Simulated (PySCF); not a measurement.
Isomers of C8H12O, mass 124.089 u with the commonest isotopes. Method: PBE0/pcSseg-1 in PySCF (dipole) on a GFN2-xTB geometry, gas phase. One conformer each, none proved a minimum here; rigid rotors.

Task: Order these by radius of gyration √(Σ m r²/M), largest first.
A. `C[C@@]12CC[C@@H](CC1=O)C2`
B. `[OH:1][CH2:2][C@@H:3]1[CH2:4][C@H:5]2[CH:6]=[CH:7][C@@H:8]1[CH2:9]2` with H–O1–C2–C3 -55°, O1–C2–C3–C4 -60°
C. `[CH2:1]=[C:2]1[CH2:3][CH2:4]/[C:5]1=[C:6](\[CH3:7])[O:8][CH3:9]` with C5–C6–O8–C9 180°
D. `[CH2:1]1[CH2:2][CH:3]1[C@H:4]1[CH2:5][C@@H:6]2[O:7][C@@H:8]2[CH2:9]1` with C2–C3–C4–C5 85°, C1–C2–C3–C4 109°, C3–C4–C5–C6 153°, C4–C5–C6–O7 45°, C5–C6–O7–C8 -98°

Result: C (2.202 Å), D (2.162 Å), B (2.000 Å), A (1.830 Å).

Task: Order these by rotational constant A, smallest first.
A. `[CH2:1]1[CH2:2][CH:3]1[C@H:4]1[CH2:5][C@@H:6]2[O:7][C@@H:8]2[CH2:9]1` with C2–C3–C4–C5 85°, C1–C2–C3–C4 109°, C3–C4–C5–C6 153°, C4–C5–C6–O7 45°, C5–C6–O7–C8 -98°
B. `[OH:1][CH2:2][C@@H:3]1[CH2:4][C@H:5]2[CH:6]=[CH:7][C@@H:8]1[CH2:9]2` with H–O1–C2–C3 -55°, O1–C2–C3–C4 -60°
C. `C[C@@]12CC[C@@H](CC1=O)C2`
D. `[CH2:1]=[C:2]1[CH2:3][CH2:4]/[C:5]1=[C:6](\[CH3:7])[O:8][CH3:9]` with C5–C6–O8–C9 180°

Result: C (2333 MHz), D (2794 MHz), B (3584 MHz), A (4282 MHz).

Task: Order these by out-of-plane moment Σ m c² = (Ia + Ib − Ic)/2, largest first.
A. `[CH2:1]=[C:2]1[CH2:3][CH2:4]/[C:5]1=[C:6](\[CH3:7])[O:8][CH3:9]` with C5–C6–O8–C9 180°
B. `[OH:1][CH2:2][C@@H:3]1[CH2:4][C@H:5]2[CH:6]=[CH:7][C@@H:8]1[CH2:9]2` with H–O1–C2–C3 -55°, O1–C2–C3–C4 -60°
C. `[CH2:1]=[C:2]1[CH2:3][C@@H:4]([C@@H:5]([CH3:6])[OH:7])[C:8]1=[CH2:9]` with C3–C4–C5–C6 176°, C4–C5–O7–H -64°
D. `[CH2:1]1[CH2:2][CH:3]1[C@H:4]1[CH2:5][C@@H:6]2[O:7][C@@H:8]2[CH2:9]1` with C2–C3–C4–C5 85°, C1–C2–C3–C4 109°, C3–C4–C5–C6 153°, C4–C5–C6–O7 45°, C5–C6–O7–C8 -98°
E. `C[C@@]12CC[C@@H](CC1=O)C2`

Result: E (70.22 u·Å²), B (59.51 u·Å²), D (32.37 u·Å²), C (20.74 u·Å²), A (6.35 u·Å²).

| SMILES | point group | Ia (u·Å²) | Ib (u·Å²) | Ic (u·Å²) | κ | μa (D) | μb (D) | μc (D) |
| --- | --- | --- | --- | --- | --- | --- | --- | --- |
| OC[C@@H]1C[C@H]2C=C[C@@H]1C2 | C1 | 141.01 | 415.09 | 437.08 | -0.95 | 0.76 | 0.73 | 0.91 |
| C1CC1[C@H]1C[C@@H]2O[C@@H]2C1 | Cs | 118.02 | 494.37 | 547.64 | -0.94 | 0.83 | 0.00 | 1.75 |
| C=C1CC/C1=C(\C)OC | – | 180.90 | 427.25 | 595.45 | -0.66 | 2.19 | 1.55 | 0.03 |
| C=C1C[C@@H]([C@@H](C)O)C1=C | C1 | 181.68 | 427.80 | 568.00 | -0.69 | 0.07 | 0.87 | 1.14 |
| C[C@@]12CC[C@@H](CC1=O)C2 | C1 | 216.65 | 269.12 | 345.34 | -0.05 | 2.65 | 1.37 | 0.81 |
